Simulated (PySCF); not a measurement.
Positional isomers: benzothiophene boryl+boryl. All species are isolated molecules in the gas phase. One relaxed conformer stands for each flexible species; it need not be the lowest. Strings in code marks are SMILES.

Level of theory: PBE0-D4/def2-TZVP // PBE0-D4/def2-SVP (PySCF). All candidates: neutral, multiplicity 1. Excitations are Tamm–Dancoff values on a coarser integration grid. The basis has no diffuse functions, so Rydberg states are missing or too high.

| Item | Value |
|---|---|
| LUMO | -2.32 eV |
| S1 excitation (TDA) | 3.99 eV |
| T1 excitation (TDA) | 2.91 eV |

Question: Identify which member has these values.
A) `Bc1ccc(B)c2sccc12`
B) `Bc1ccc2cc(B)sc2c1`
C) `Bc1cc2c(B)cccc2s1`
D) `Bc1ccc2c(B)csc2c1`

Answer: D, `Bc1ccc2c(B)csc2c1`. The others give `Bc1ccc2cc(B)sc2c1`: -2.91 eV, 3.38 eV, 2.33 eV; `Bc1cc2c(B)cccc2s1`: -2.78 eV, 3.53 eV, 2.41 eV; `Bc1ccc(B)c2sccc12`: -2.99 eV, 3.08 eV, 2.32 eV
